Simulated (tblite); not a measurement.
Species: C4H10FGaSi.
Atom-mapped SMILES: `[CH3:1][Si@:2]1([F:3])[CH2:4][C@@H:5]([GaH2:6])[CH2:7]1` (hydrogens: H8, H9, H10 on C1; H11, H12 on C4; H13 on C5; H14, H15 on Ga6; H16, H17 on C7)

Computed with GFN2-xTB (tblite), gas phase: L-BFGS steps from a force-field or distance-geometry start until the largest atomic force falls under 0.01 eV/Å.

Step 20: E = -579.7834 eV
```
atom  x, y, z in Å  |  force x, y, z in eV/Å
C1     -2.7926   -0.0743    0.3542    0.216  -0.038  -0.026
Si2    -0.9178    0.1609    0.3741    0.143  -0.018  -0.048
F3     -0.4737    1.6494    0.9243    0.019   0.023   0.049
C4      0.3213   -0.1557   -1.0349   -0.154   0.040   0.035
C5      1.3669   -0.5678    0.0376   -0.217  -0.065  -0.069
Ga6     2.3794    1.1443    0.5905   -0.109  -0.048  -0.102
C7      0.3788   -0.9685    1.1758    0.036  -0.010  -0.069
H8     -3.2858    0.6537    0.9830   -0.035   0.026  -0.017
H9     -3.0331   -1.0673    0.7077   -0.076  -0.058   0.122
H10    -3.1743   -0.0016   -0.6548   -0.075   0.151  -0.053
H11     0.5947    0.6965   -1.6655    0.017  -0.065   0.059
H12     0.0442   -0.9960   -1.6723    0.107   0.058  -0.091
H13     1.9533   -1.4355   -0.2987    0.142   0.168   0.111
H14     3.7904    1.1382    1.3321    0.001  -0.117   0.124
H15     2.0067    2.6114    0.1829   -0.095   0.024  -0.127
H16     0.1243   -2.0254    1.1126    0.052  -0.068   0.073
H17     0.7104   -0.7503    2.1912    0.027  -0.002   0.029
```

Step 21: E = -579.7925 eV
```
atom  x, y, z in Å  |  force x, y, z in eV/Å
C1     -2.7929   -0.0727    0.3551    0.080  -0.044  -0.024
Si2    -0.9174    0.1433    0.3720    0.051   0.038  -0.012
F3     -0.4710    1.6349    0.9176    0.029   0.028   0.062
C4      0.3220   -0.1534   -1.0342   -0.154  -0.002  -0.029
C5      1.3674   -0.5639    0.0385   -0.190  -0.050  -0.088
Ga6     2.3700    1.1498    0.5894    0.020  -0.142  -0.026
C7      0.3851   -0.9725    1.1771    0.001  -0.054   0.000
H8     -3.2820    0.6607    0.9851    0.019  -0.019  -0.053
H9     -3.0492   -1.0639    0.7083   -0.044  -0.003   0.095
H10    -3.1776    0.0076   -0.6545   -0.039   0.136   0.004
H11     0.5823    0.7059   -1.6599    0.051  -0.036   0.071
H12     0.0592   -0.9895   -1.6820    0.089   0.032  -0.087
H13     1.9499   -1.4294   -0.3031    0.195   0.129   0.107
H14     3.7869    1.1306    1.3446   -0.091  -0.097   0.082
H15     2.0090    2.6027    0.1650   -0.113   0.126  -0.148
H16     0.1474   -2.0339    1.1256    0.035  -0.060   0.042
H17     0.7039   -0.7443    2.1950    0.063   0.018   0.003
```

Step 22: E = -579.8011 eV
```
atom  x, y, z in Å  |  force x, y, z in eV/Å
C1     -2.7919   -0.0718    0.3556   -0.081  -0.037  -0.013
Si2    -0.9164    0.1276    0.3700   -0.062   0.077   0.048
F3     -0.4678    1.6217    0.9125    0.034   0.023   0.070
C4      0.3197   -0.1513   -1.0343   -0.098  -0.055  -0.096
C5      1.3644   -0.5611    0.0377   -0.096  -0.019  -0.069
Ga6     2.3614    1.1519    0.5881    0.105  -0.160   0.026
C7      0.3909   -0.9772    1.1785   -0.045  -0.090   0.067
H8     -3.2778    0.6669    0.9861    0.077  -0.060  -0.078
H9     -3.0649   -1.0606    0.7106   -0.003   0.061   0.048
H10    -3.1812    0.0187   -0.6539    0.006   0.100   0.064
H11     0.5719    0.7142   -1.6535    0.072   0.003   0.076
H12     0.0748   -0.9829   -1.6929    0.045  -0.002  -0.094
H13     1.9508   -1.4212   -0.3051    0.213   0.084   0.084
H14     3.7818    1.1213    1.3578   -0.165  -0.075   0.046
H15     2.0087    2.5974    0.1450   -0.109   0.162  -0.150
H16     0.1697   -2.0430    1.1385    0.015  -0.042   0.016
H17     0.6990   -0.7384    2.1988    0.091   0.029  -0.043
```

Step 23: E = -579.8110 eV
```
atom  x, y, z in Å  |  force x, y, z in eV/Å
C1     -2.7922   -0.0718    0.3559   -0.218  -0.011   0.003
Si2    -0.9166    0.1104    0.3686   -0.152   0.087   0.102
F3     -0.4634    1.6068    0.9082    0.031   0.005   0.074
C4      0.3151   -0.1503   -1.0359   -0.010  -0.101  -0.141
C5      1.3589   -0.5584    0.0356    0.026   0.000  -0.024
Ga6     2.3550    1.1514    0.5866    0.130  -0.105   0.044
C7      0.3967   -0.9841    1.1808   -0.084  -0.100   0.107
H8     -3.2723    0.6732    0.9858    0.115  -0.073  -0.070
H9     -3.0842   -1.0560    0.7143    0.040   0.109  -0.011
H10    -3.1862    0.0339   -0.6522    0.048   0.041   0.101
H11     0.5613    0.7238   -1.6441    0.080   0.039   0.077
H12     0.0935   -0.9755   -1.7084   -0.013  -0.036  -0.097
H13     1.9561   -1.4103   -0.3057    0.199   0.039   0.053
H14     3.7724    1.1104    1.3746   -0.212  -0.051   0.021
H15     2.0072    2.5943    0.1192   -0.080   0.133  -0.131
H16     0.1956   -2.0550    1.1543   -0.008  -0.007  -0.011
H17     0.6960   -0.7308    2.2020    0.109   0.031  -0.096
```

Q: Estimate the geometry and energy of step 24. (The exact step hangs on the optimiser's Hessian estimate; all steps are aligned on step 23, rigid shifts and turns removed.)

A: E = -579.8211 eV, largest force 0.264 eV/Å
```
atom  x, y, z in Å  |  force x, y, z in eV/Å
C1     -2.7953   -0.0723    0.3559   -0.261   0.032   0.019
Si2    -0.9191    0.0935    0.3687   -0.169   0.056   0.108
F3     -0.4580    1.5913    0.9058    0.019  -0.028   0.071
C4      0.3098   -0.1517   -1.0392    0.070  -0.113  -0.126
C5      1.3532   -0.5557    0.0332    0.119  -0.008   0.025
Ga6     2.3520    1.1497    0.5854    0.077  -0.009   0.023
C7      0.4011   -0.9929    1.1838   -0.088  -0.069   0.093
H8     -3.2651    0.6789    0.9842    0.109  -0.036  -0.010
H9     -3.1049   -1.0497    0.7191    0.062   0.111  -0.064
H10    -3.1918    0.0518   -0.6491    0.067  -0.029   0.089
H11     0.5518    0.7343   -1.6318    0.074   0.055   0.075
H12     0.1130   -0.9683   -1.7283   -0.066  -0.055  -0.080
H13     1.9660   -1.3972   -0.3051    0.156   0.000   0.024
H14     3.7575    1.0984    1.3935   -0.215  -0.026   0.014
H15     2.0045    2.5931    0.0889   -0.034   0.057  -0.094
H16     0.2227   -2.0689    1.1715   -0.035   0.039  -0.038
H17     0.6957   -0.7221    2.2031    0.114   0.023  -0.129
```

The energy changes by -0.0102 eV. The first-order estimate −F·Δx gives -0.0143 eV and the mean of the old and new forces, exact on a quadratic surface, -0.0103 eV. The step makes an angle of 74° with the force vector and moves no atom by more than 0.035 Å.

What follows is the cost of the whole relaxation. Time: 1.1 s of wall time. Hardware: an Arm Neoverse V1 with one thread, shared host.
